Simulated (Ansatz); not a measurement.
`C[SiH](O)O[SiH2]O`, charge 0, multiplicity 1.

(1) Give a relaxed structure at PBE0-D4/def2-TZVP (the Gaussian-basis code of Ansatz). (An estimate is asked.)

Answers

(1) Computed: 
Z-matrix (Å, degrees):
```
C
Si 1 1.845
H 1 1.093 2 110.6
H 1 1.093 2 110.6 3 119.9
H 1 1.093 2 110.6 3 -120.2
O 2 1.642 1 107.9 3 -58.6
O 2 1.649 1 110.3 3 61.3
H 2 1.488 1 111.9 3 179.5
H 6 0.961 2 116.2 1 167.6
Si 7 1.628 2 133.9 1 -136.8
O 10 1.653 7 110.3 2 -26.0
H 10 1.483 7 108.3 2 -146.4
H 10 1.478 7 110.2 2 90.6
H 11 0.958 10 117.3 7 -92.0
```
This is one stationary point; other conformers may exist.
